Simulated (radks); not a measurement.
Results of a calculation; reference values are marked as such.
Spin polarisation of the 3d5 shell in Fe3+. Start: [Ar] 3d(up 2.5, down 2.5); electrons of 3d are moved from spin down to spin up, other shells keep equal spins. Level of theory: non-relativistic Kohn-Sham, r2SCAN, spin-polarised, spherical densities, point nucleus; meta-GGA in the generalised Kohn-Sham scheme (a radial shooting solver on a logarithmic mesh with Libxc functionals).

\begin{tabular}{lrrrr}
moment (Bohr magnetons) & E - E(0) (eV) & e(3d up) (eV) & e(3d down) (eV) & 3p down minus up (eV) \\ \hline
0 & 0.000 & -43.364 & -43.364 & 0.000 \\
1 & -0.369 & -44.057 & -42.580 & 1.514 \\
2 & -1.479 & -44.664 & -41.700 & 3.036 \\
3 & -3.338 & -45.187 & -40.711 & 4.571 \\
4 & -5.962 & -45.625 & -39.591 & 6.129 \\
5 & -9.395 & -45.989 & -38.232 & 7.728 \\
\end{tabular}

At moment 5 the spin-polarisation energy is -9.395 eV and the 3d exchange splitting 7.757 eV, that is 1.551 eV per Bohr magneton; E = -I m^2/4 would give I = 1.503 eV.
